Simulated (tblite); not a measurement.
Species: C7H13NSi.
Cartesian coordinates in Å at the GFN2-xTB level; atoms count from 1:
```xyz
22
C7H13NSi angstrom
C      3.9043    0.4902    1.0137
C      2.5746    0.1500    0.5614
C      1.4724   -0.1531    0.1761
Si    -0.2431   -0.5303   -0.3755
N     -1.5198    0.5464    0.0387
C     -2.0209    0.5793    1.3910
C     -1.6234    1.8279   -0.6149
C     -0.4638   -1.5376   -1.9447
C     -0.7204   -2.3264   -0.6435
H      4.1498   -0.0771    1.9114
H      3.9593    1.5547    1.2414
H      4.6327    0.2566    0.2376
H     -1.9769   -0.4183    1.8200
H     -3.0603    0.9185    1.3879
H     -1.4411    1.2592    2.0283
H     -2.6654    2.1594   -0.6076
H     -1.2895    1.7401   -1.6454
H     -1.0175    2.5948   -0.1154
H     -1.3236   -1.3984   -2.5841
H      0.4053   -1.8449   -2.5076
H     -1.7362   -2.6639   -0.4954
H     -0.0069   -3.1077   -0.4272
```

Calculated harmonic vibrations of the isolated species, GFN2-xTB (tblite), most abundant isotopes, no scaling. The method is semi-empirical: single wavenumbers can be off by several per cent or more. One conformer, not necessarily the lowest. The optimisation stopped once no atom felt more than 0.01 eV/Å.

Lowest wavenumbers of the output (negative numbers stand for imaginary wavenumbers):
```
mode    cm-1
  1     -27.6
  2      31.2
  3      49.4
  4      81.7
  5     116.3
  6     141.3
  7     174.6
  8     199.0
  9     207.3
 10     219.5
 11     285.2
 12     305.1
 13     321.2
 14     338.7
 15     355.8
```

Is this structure a minimum?

Not by this Hessian. 1 mode is imaginary beyond 20i (28i cm⁻¹), so at this level the point lies at or near a first-order saddle. The curvature is small, so loose convergence or finite differences may be the whole cause.

Which atoms move in the imaginary mode?

28i: H10 (methyl hydrogen) 33 %, H11 (methyl hydrogen) 33 %, H12 (methyl hydrogen) 33 %. These are shares of the mass-weighted motion.

What is the remedy?

Step along that mode in both directions, optimise again with tighter thresholds and repeat the frequencies. The zero-point energy of this point (113.6 kcal/mol) counts the 59 real modes alone, and thermal corrections from it aren't those of a minimum.
